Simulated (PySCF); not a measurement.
# From computed data to an observable: refractive index and permittivity of the vapour

C3H7O2, SMILES O[C](C)CO, multiplicity 2.

Coordinates come from a B3LYP-D3(BJ)/def2-SVP optimisation. The isomer is the one that the SMILES or the coordinates give; other isomers of the formula were not compared. The values are those of a single conformer.

PBE/def2-TZVP run with PySCF gives a mean static polarisability of 48.8 bohr³ and a dipole moment of 1.38 D. Take an ideal gas at 298.15 K and 1 bar, whether or not the substance is that volatile.

Work out n − 1 in the optical limit and the static ε − 1.


Polarisability volume α' = 48.8 × 0.148185 = 7.23 Å³. Number density N = p/kT = 2.43e-5 Å⁻³.
Dilute limit of Lorentz–Lorenz: n − 1 = 2π N α' = 0.0011.
Orientation term of Debye: μ²/(3kT) = 8.098 Å³ × μ²(D²) = 15.42 Å³.
ε − 1 = 4π N (α' + μ²/3kT) = 0.0069. Orientation of the dipole supplies 68 % of the static response; it can't follow optical fields. Vibrational polarisation and dispersion are left out.
